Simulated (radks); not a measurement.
Results of a calculation; reference values are marked as such.
Spin polarisation of the 6p2 shell in Pb. Start: [Hg] 6p(up 1, down 1); electrons of 6p are moved from spin down to spin up, other shells keep equal spins. Code: a radial shooting solver on a logarithmic mesh with Libxc functionals. Model: non-relativistic Kohn-Sham, PBE, spin-polarised, spherical densities, point nucleus.

\begin{tabular}{lrrrr}
moment (Bohr magnetons) & E - E(0) (eV) & e(6p up) (eV) & e(6p down) (eV) & 6s down minus up (eV) \\ \hline
0 & 0.000 & -3.685 & -3.685 & 0.000 \\
0.5 & -0.037 & -3.823 & -3.528 & 0.277 \\
1 & -0.147 & -3.941 & -3.352 & 0.554 \\
1.5 & -0.331 & -4.041 & -3.156 & 0.833 \\
2 & -0.591 & -4.123 & -2.930 & 1.112 \\
\end{tabular}

At moment 2 the spin-polarisation energy is -0.591 eV and the 6p exchange splitting 1.193 eV, that is 0.597 eV per Bohr magneton; E = -I m^2/4 would give I = 0.591 eV.
